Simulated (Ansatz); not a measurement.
Consider the silylene formation by 1,1-elimination: `O[Si](O)(Cl)[SiH](Cl)Cl` → `O[Si](O)(Cl)Cl` + `[SiH]Cl`.

Isolated molecules relaxed with PBE0-D4/def2-TZVP in Ansatz; ΔE leaves out vibrations. CBS: MP2 limit from def2 TZ/QZ plus the TZ coupled-cluster correction, frozen cores. This one scheme is used for every species. DFT in def2-TZVPP. B3LYP here is the variant with VWN-RPA as its local correlation; programs differ in this. Each species was taken in one conformer, which may not be the lowest.

```tsv
level	ΔE (kJ/mol)	difference from CCSD(T)/CBS
PBE-D4	195.4	10.2
r2SCAN-D4	202.5	17.3
PBE0-D4	202.3	17.1
B3LYP-D4	184.2	-1.0
ωB97X-V	196.8	11.6
ωB97M-V	174.5	-10.7
B2PLYP	174.2	-11.0
PBE	181.9	-3.3
r2SCAN	198.5	13.3
PBE0	189.8	4.6
B3LYP	162.7	-22.5
HF/def2-TZVPP	159.9	-25.3
MP2/def2-TZVPP	192.4	7.2
SCS-MP2/def2-TZVPP	181.0	-4.2
CCSD/def2-TZVPP	172.8	-12.4
CCSD(T)/def2-TZVPP	177.0	-8.2
HF/def2-QZVPP	159.6	-25.6
MP2/def2-QZVPP	197.0	11.8
SCS-MP2/def2-QZVPP	185.8	0.6
HF/CBS(def2)	159.6	-25.6
MP2/CBS(def2)	200.6	15.4
CCSD/CBS(def2)	181.0	-4.2
CCSD(T)/CBS	185.2	0
```

Largest T1 diagnostic among the species: 0.013.

From PBE to PBE0 (25 % exact exchange), in def2-TZVPP and without D4, ΔE moves by +7.9 kJ/mol. In def2-TZVPP, CCSD(T) changes the Hartree–Fock value by +17.1 kJ/mol (the triples alone add +4.2 kJ/mol) and MP2 by +32.5 kJ/mol. The D4 term adds +21.5 kJ/mol with B3LYP and +12.4 kJ/mol with PBE0; it sums over pairs of atoms, weighted by their polarisabilities, and B3LYP, whose exchange is more repulsive, gets the larger term.
